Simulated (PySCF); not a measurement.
**Working out the ionisation energy of F⁺**

F⁺ [He] 2s2 2p4 (3P) → F²⁺ [He] 2s2 2p3 (4S). Calculation: PySCF 2.14, in aug-cc-pwCVDZ (5s4p2d, 27 functions); no relativity, point nucleus. Frozen: 1s2. Energies in hartree (1 hartree = 27.21139 eV):

| part | F⁺ (lower) | F²⁺ (upper) |
| --- | --- | --- |
| UHF | -98.801953 | -97.577141 |
| CCSD correlation | -0.125946 | -0.091609 |
| (T) | -0.001318 | -0.000556 |

Task: What does Hartree-Fock give?

Result: (-97.577141) − (-98.801953) = 1.224812 hartree = 33.329 eV.

Task: What do CCSD and CCSD(T) give?

Result: The CCSD correlation energies differ by 0.034337 hartree = 0.934 eV and the triples by 0.000762 hartree = 0.021 eV, so CCSD gives 34.263 eV and CCSD(T) 34.284 eV.

Measured between the centres of the two terms (NIST): 34.950 eV, so CCSD(T) (valence) is off by -0.666 eV.

A double-zeta basis recovers only part of the correlation energy.

What remains against the reference includes basis incompleteness, the frozen core and higher excitations.
